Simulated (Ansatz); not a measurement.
Molecule: C2H6ClSi, charge 0, multiplicity 2. It need not be the lowest isomer of its formula. 
Coordinates optimised at B3LYP-D3(BJ)/def2-TZVP (Ansatz, a first-principles code):
```xyz
10

Si    -0.0053     0.1952    -0.5747
Cl     0.0832     0.7695     1.4328
C     -1.6214    -0.7222    -0.8418
C      1.4814    -0.8952    -0.9292
H     -2.4776    -0.0928    -0.5995
H     -1.7076    -1.0403    -1.8829
H     -1.6544    -1.6099    -0.2033
H      1.4733    -1.2175    -1.9725
H      1.4514    -1.7830    -0.2907
H      2.4144    -0.3654    -0.7372
```
Charge 0, spin multiplicity 2.

Basis-set convergence of Hartree-Fock and MP2 correlation energies (hartree) with Ansatz. Cores are frozen in the correlated levels unless marked. UHF or UKS for open shells. No spin-orbit coupling. Non-relativistic.

```json
[
 {"basis": "cc-pV(D+d)Z", "functions": "104", "E(HF)": "-827.71245", "E(corr, MP2)": "-0.50799"},
 {"basis": "cc-pV(T+d)Z", "functions": "222", "E(HF)": "[?]", "E(corr, MP2)": "[?]"}
]
```

Q: Complete the blanks.

A: 
- cc-pV(T+d)Z, E(HF): -827.76778
- cc-pV(T+d)Z, E(corr, MP2): -0.64604
